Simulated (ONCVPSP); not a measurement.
## Si: one change to an ONCV potential, before and after

silicon, optimised norm-conserving Vanderbilt (ONCV), made with ONCVPSP 4.0.1 (LDA (Perdew-Wang 92), non-relativistic). Core [Ne], reference 3s2 3p1.5 (charge +0.5). Waves: 3s: rc 1.40 bohr, ncon 5, nbas 9, qcut 5 1/bohr, local; 3p: rc 2.10 bohr, ncon 4, nbas 9, qcut 4 1/bohr, 2 projectors, debl 1.9 Ha. Local part: the s channel. Core correction: Teter function, fcfact 1.75, rcfact 1.65.

Change: p: rc 3.1.

Cutoffs: the cutoffs (Ha) at which the residual kinetic energy of the hardest occupied pseudo-wave falls to 1 and 0.1 mHa per electron; they do not see the model core or the augmentation charge, which bear on the density cutoff. Errors are all-electron minus pseudo energies relative to the spin-unpolarised reference configuration.

Problem. Predict the effect on cutoff, ghosts and configuration errors.

Solution. The potential gets neither clearly harder nor softer (84 Ha and 112 Ha → 84 Ha and 112 Ha); of the 4 tests that both files solve, the error grows in 2 and shrinks in 0 by more than 15 % and 0.3 meV (median size 0.2 → 2.4 meV); neither file shows a bound ghost.

| quantity | base | changed |
| --- | --- | --- |
| cutoff, loose | 84 Ha | 84 Ha |
| cutoff, tight | 112 Ha | 112 Ha |
| loose cutoff by channel | s 84 Ha, p 3.4 Ha | s 84 Ha, p 3.5 Ha |
| bound ghosts | none | none |
| GHOST(+) flags under 300 eV | none | none |
| error for 3s2 3p2, meV [ΔE -2.97 eV] | +0.1 | -0.2 |
| error for 3s2 3p1, meV [ΔE 4.87 eV] | +0.3 | -0.5 |
| error for 3s2 3p0, meV [ΔE 20.99 eV] | +5.7 | -6.8 |
| error for 3s1 3p2, meV [ΔE 12.22 eV] | +0.2 | +4.2 |
| s: phases at 1.43 bohr within 0.05 rad from the reference energy up to (Ha; the scan ends near 5) | 1.1 | 1.1 |
| rms error of d²Exc/dni dnj with the model core, mHa | 0.53 | 0.52 |
